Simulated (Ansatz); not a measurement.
FOS (SMILES O=[S]F) moved off its minimum; all values from Ansatz (an electronic-structure program), cores frozen in correlated methods. Open shells are unrestricted.
(charge 0, multiplicity 2)
```xyz
3

O     -1.21696    -0.58576     0.07176
S     -0.10732     0.33878     0.04172
F      1.33252    -0.31185    -0.11453
```

**Question.** Give the forces (eV/Å), the total energy and the dipole at CCSD(T)/cc-pV(T+d)Z.

**Answer.** 
```
atom      Fx      Fy      Fz
----  ------  ------  ------
O1    -0.164  -0.997  -0.050
S2    -0.168   1.809   0.128
F3     0.332  -0.813  -0.078
```
Energy -572.5599 hartree, dipole 1.43 D.
